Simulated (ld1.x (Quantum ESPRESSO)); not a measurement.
PBE RRKJ dataset for Mg, scalar-relativistic all-electron reference.

magnesium, norm-conserving RRKJ (Kleinman–Bylander form), made with ld1.x (Quantum ESPRESSO) 7.5 (PBE, scalar-relativistic). Core [He] 2s2, reference 2p6 3s2 3p0. Waves: 3s (bound): rc 2.80 bohr; 2p (bound): rc 0.65 bohr. Local part: all-electron potential smoothed inside 2.05 bohr (lloc = -1). Core correction: none.

All-electron outer shells of the reference configuration (PBE, scalar-relativistic, ld1.x):

```csv
shell,level (eV),outermost node (bohr),outermost maximum (bohr)
1s,-1259.65,–,0.09
2s,-79.85,0.18,0.54
2p,-46.61,–,0.48
3s,-4.70,0.90,2.56
3p,-1.33,0.96,3.46
```

**Question.** Does the generator finish with these settings?

**Answer.** Yes, a potential is produced.

**Question.** Estimate the cutoffs (Ry, on a coarse ladder) from which the occupation-weighted sum of valence levels, in a spherical-Bessel basis at the reference potential, stays within 10 and 1 mRy of its value at 400 Ry.

**Answer.** 300 Ry and over 300 Ry.

**Question.** Does the potential have ghost states?

**Answer.** No extra level below or beside the all-electron valence levels (s, p, d, f tested).

**Question.** Which valence shell sets the plane-wave cutoff?

**Answer.** 2p: its level needs 300 Ry to come within 1 mRy, against 10 Ry for 3s.

**Question.** Tests: 2p6 3s1 3p0; 2p6 3s0 3p0; 2p6 3s1.5 3p0; 2p6 3s0 3p2; 2p5 3s2 3p0; 2p6 3s0 3p1; 2p6 3s1 3p1. Which has the largest error in its energy relative to the reference configuration, and how large is it?

**Answer.** 2p5 3s2 3p0, with -854 meV (all-electron minus pseudo) on +58.54 eV.
